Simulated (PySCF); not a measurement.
Species: C5H2F8.
Bonds: C1–C2 (double), C2–F3, C2–C4, C4–F5, C4–F6, C4–C7, C7–F8, C7–F9, C7–C10, C10–F11, C10–F12, C10–F13. Hydrogens: H14, H15 on C1.

Computed by this run: PySCF, PBE0-D3(BJ)/def2-SVP geometry optimisation, gas phase; density fitting, grid level 1; the optimiser is geomeTRIC in internal coordinates, started from a GFN2-xTB structure with every atom displaced at random (about 0.01 Å).

Step 8: E = -26904.8997 eV
```
atom  x, y, z in Å  |  force x, y, z in eV/Å
C1      1.9775    1.2107   -0.1146    0.013   0.004  -0.006
C2      1.4030    0.0363   -0.3289    0.027   0.017   0.010
F3      1.6001   -0.6770   -1.4289    0.000  -0.001   0.000
C4      0.4723   -0.6565    0.6318   -0.034   0.038   0.016
F5      0.9577   -1.8754    0.9299    0.021  -0.011   0.005
F6      0.3782    0.0554    1.7668    0.007  -0.010  -0.013
C7     -0.9672   -0.8933    0.1070   -0.004  -0.017  -0.003
F8     -0.9134   -1.7036   -0.9562   -0.001   0.000   0.017
F9     -1.6610   -1.4934    1.0811   -0.006  -0.001  -0.007
C10    -1.7474    0.3713   -0.3124   -0.025  -0.015  -0.024
F11    -1.1637    0.9446   -1.3574    0.011   0.002  -0.015
F12    -1.8030    1.2476    0.6786    0.005   0.013   0.024
F13    -2.9790    0.0259   -0.6510   -0.001  -0.007  -0.003
H14     2.6511    1.6356   -0.8603   -0.003  -0.003  -0.002
H15     1.7789    1.7545    0.8074   -0.010  -0.008   0.002
```

Step 9: E = -26904.9002 eV
```
atom  x, y, z in Å  |  force x, y, z in eV/Å
C1      1.9748    1.2119   -0.1106    0.028   0.014  -0.009
C2      1.4007    0.0379   -0.3279    0.009   0.009   0.006
F3      1.5925   -0.6695   -1.4326    0.005   0.000   0.002
C4      0.4722   -0.6593    0.6324   -0.039   0.109   0.033
F5      0.9596   -1.8757    0.9305    0.026  -0.057   0.002
F6      0.3777    0.0528    1.7683    0.003  -0.032  -0.029
C7     -0.9674   -0.8950    0.1071    0.002  -0.029  -0.015
F8     -0.9138   -1.7066   -0.9554    0.001   0.003   0.023
F9     -1.6637   -1.4938    1.0799   -0.001   0.005   0.006
C10    -1.7438    0.3710   -0.3152   -0.033  -0.047  -0.046
F11    -1.1657    0.9306   -1.3709    0.003   0.010  -0.006
F12    -1.7843    1.2560    0.6680   -0.003   0.026   0.030
F13    -2.9810    0.0296   -0.6390    0.023   0.011  -0.004
H14     2.6451    1.6415   -0.8569   -0.009  -0.010   0.001
H15     1.7812    1.7513    0.8151   -0.016  -0.010   0.004
```

**Question.** Estimate the geometry and energy of step 10. (The exact step hangs on the optimiser's Hessian estimate; all steps are aligned on step 9, rigid shifts and turns removed.)

**Answer.** E = -26904.9008 eV, largest force 0.158 eV/Å
```
atom  x, y, z in Å  |  force x, y, z in eV/Å
C1      1.9753    1.2136   -0.1031    0.028   0.015  -0.012
C2      1.3968    0.0431   -0.3270   -0.018  -0.006   0.011
F3      1.5778   -0.6535   -1.4406    0.008   0.000   0.010
C4      0.4718   -0.6608    0.6330   -0.031   0.150   0.037
F5      0.9629   -1.8760    0.9273    0.029  -0.082  -0.005
F6      0.3776    0.0477    1.7715    0.002  -0.042  -0.042
C7     -0.9680   -0.8975    0.1086    0.007  -0.027  -0.027
F8     -0.9144   -1.7144   -0.9497   -0.004   0.005   0.018
F9     -1.6655   -1.4920    1.0828   -0.003   0.016   0.017
C10    -1.7412    0.3690   -0.3209   -0.040  -0.053  -0.061
F11    -1.1709    0.9112   -1.3902    0.009   0.006   0.005
F12    -1.7644    1.2670    0.6508    0.001   0.022   0.040
F13    -2.9847    0.0332   -0.6269    0.033   0.010  -0.003
H14     2.6409    1.6470   -0.8515   -0.007  -0.004   0.007
H15     1.7901    1.7451    0.8288   -0.014  -0.009   0.004
```

The energy changes by -0.0005 eV. The first-order estimate −F·Δx gives +0.0001 eV and the mean of the old and new forces, exact on a quadratic surface, +0.0003 eV. The step makes an angle of 91° with the force vector and moves no atom by more than 0.028 Å.

The cost below is that of the whole optimisation. Hardware: one thread, Arm Neoverse N1 (aarch64), on a shared host. Cost: 11 min of wall time, 0.88 GiB resident at most.
